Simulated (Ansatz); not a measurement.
Compare A (`[CH3][Al]1[BH][NH]1`) with its isomer B (`B[N]1[CH2][AlH]1`).

Gas-phase electronic energies from Ansatz, PBE0-D4/def2-TZVP geometries. CCSD(T)/CBS is the MP2 limit (def2-TZVPP, def2-QZVPP) plus CCSD(T) − MP2 in def2-TZVPP, frozen cores. Functionals use def2-TZVPP. B3LYP here is the variant with VWN-RPA as its local correlation; programs differ in this.

Which is lower in electronic energy at CCSD(T)/CBS, and by how much? (Estimate.)

The calculation gave: A, by 99.4 kJ/mol.

Give E(B) − E(A) in kJ/mol with PBE0-D4, CCSD(T)/def2-SVP, MP2/def2-TZVPP, B3LYP, BLYP-D4, CCSD(T)/def2-TZVPP, LDA (SPW92). (An estimate is asked.)

The calculation gave: PBE0-D4 102.8, CCSD(T)/def2-SVP 97.0, MP2/def2-TZVPP 95.5, B3LYP 93.8, BLYP-D4 88.8, CCSD(T)/def2-TZVPP 98.5, LDA (SPW92) 103.9. None reverses the order clearly.

Does the order hold for the free energy at 298.15 K (harmonic terms from PBE0-D4)? (Estimate.)

The calculation gave: Yes: G(B) − G(A) = +92.4 kJ/mol. Modes under 60 cm⁻¹, often nearly free rotors, make the harmonic entropy too high.

Largest T1 diagnostic: 0.014.

In def2-TZVPP, CCSD(T) changes the Hartree–Fock value by +16.8 kJ/mol (the triples alone add +2.3 kJ/mol) and MP2 by +13.8 kJ/mol. The D4 term adds −3.1 kJ/mol with B3LYP and −1.5 kJ/mol with PBE0; it sums over pairs of atoms, weighted by their polarisabilities, and B3LYP, whose exchange is more repulsive, gets the larger term.
